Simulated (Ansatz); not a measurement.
Ansatz (a program for electronic structure) input file for TlCl, SMILES [Cl][Tl], B3LYP-D3(BJ)/def2-TZVP. 

Ansatz 0.2 input:
```yaml
crystal:
  periodic: [false, false, false]
  atoms:
    - {symbol: Tl, position_ang: [0.00000000, 0.00000000, -0.44987432]}
    - {symbol: Cl, position_ang: [0.00000000, 0.00000000, 2.14351884]}
basis:
  gaussian:
    orbitals: def2-TZVP
hamiltonian:
  xc: b3lyp
  dispersion: d3bj
relax: {f_tol: 0.002, max_steps: 200}
```

Output:

```
Functional definition: B3LYP
integrals: 0.02 GiB planned
709 factors; their error is unknown
mean field: 0.23 GiB planned
mean field evaluation 1: about -17220.1165 eV, gradient 2.3e1 eV
mean field evaluation 2: about -17207.1410 eV, gradient 7.1e1 eV
mean field evaluation 4: about -17221.7751 eV, gradient 2.1e0 eV
mean field evaluation 8: about -17221.8606 eV, gradient 9.5e-2 eV
mean field -17221.86065221 eV, -632.8917055724 hartree, gradient 8.4e-5 eV, S^2 0.000000; 0 other end points of the search recorded, 0 dependent functions left out
the calculation of the forces begins
reference -17221.86085679 eV, -632.8917130905 hartree; 19, 19 occupied and 68, 68 virtual orbitals, 709 factors
relax step   1: F+E_penalty+E_count = -17221.94221653 eV  Δ(F+E_penalty+E_count) = +0.000e0 eV  max|allowed force component| = 4.390e-1 eV/Å  Δτ_max = 0.0000 Å  (27 SCF iters, accepted)
these checks for a lower state are left out or cut short: starts, cluster_reference, orbital_swaps, neighbouring_geometries, increment
integrals: 0.02 GiB planned
709 factors; their error is unknown
mean field: 0.23 GiB planned
mean field evaluation 16: about -17221.7945 eV, gradient 5.6e0 eV
mean field -17221.87425832 eV, -632.8922055876 hartree, gradient 1.4e-5 eV, S^2 0.000000; 0 other end points of the search recorded, 0 dependent functions left out
the calculation of the forces begins
reference -17221.87446205 eV, -632.8922130747 hartree; 19, 19 occupied and 68, 68 virtual orbitals, 709 factors
relax step   2: F+E_penalty+E_count = -17221.95609576 eV  Δ(F+E_penalty+E_count) = -1.388e-2 eV  max|allowed force component| = 2.640e-2 eV/Å  Δτ_max = 0.0321 Å  (30 SCF iters, accepted)
these checks for a lower state are left out or cut short: starts, cluster_reference, orbital_swaps, neighbouring_geometries, increment
integrals: 0.02 GiB planned
709 factors; their error is unknown
mean field: 0.23 GiB planned
mean field -17221.87431493 eV, -632.8922076680 hartree, gradient 1.6e-5 eV, S^2 0.000000; 0 other end points of the search recorded, 0 dependent functions left out
the calculation of the forces begins
reference -17221.87451871 eV, -632.8922151568 hartree; 19, 19 occupied and 68, 68 virtual orbitals, 709 factors
relax step   3: F+E_penalty+E_count = -17221.95613777 eV  Δ(F+E_penalty+E_count) = -4.202e-5 eV  max|allowed force component| = 3.266e-3 eV/Å  Δτ_max = 0.0018 Å  (31 SCF iters, accepted)
these checks for a lower state are left out or cut short: starts, cluster_reference, orbital_swaps, neighbouring_geometries, increment
integrals: 0.02 GiB planned
709 factors; their error is unknown
mean field: 0.23 GiB planned
mean field evaluation 32: about -17221.8016 eV, gradient 1.0e-1 eV
mean field -17221.87431297 eV, -632.8922075961 hartree, gradient 2.3e-5 eV, S^2 0.000000; 0 other end points of the search recorded, 0 dependent functions left out
the calculation of the forces begins
reference -17221.87451675 eV, -632.8922150847 hartree; 19, 19 occupied and 68, 68 virtual orbitals, 709 factors
relax step   4: F+E_penalty+E_count = -17221.95613826 eV  Δ(F+E_penalty+E_count) = -4.895e-7 eV  max|allowed force component| = 1.661e-3 eV/Å  Δτ_max = 0.0003 Å  (21 SCF iters, accepted)
integrals: 0.02 GiB planned
709 factors; their error is unknown
mean field: 0.23 GiB planned
mean field -17221.87431297 eV, -632.8922075961 hartree, gradient 2.3e-5 eV, S^2 0.000000; 1 other end points of the search recorded, 0 dependent functions left out
the calculation of the forces begins
reference -17221.87451675 eV, -632.8922150847 hartree; 19, 19 occupied and 68, 68 virtual orbitals, 709 factors
Total energy: -17221.95634204 eV, -632.8952221086 hartree
Atom 0 at     0.000000    -0.000000    -0.419282 Å, force     0.000000    -0.000000    -0.001661 eV/Å
Atom 1 at    -0.000000     0.000000     2.112927 Å, force    -0.000000     0.000000     0.001661 eV/Å
Dipole moment:    -0.000000     0.000000    -0.963417 e Å
```

The run converged.

Cost: about 13 core-seconds (a rough figure).
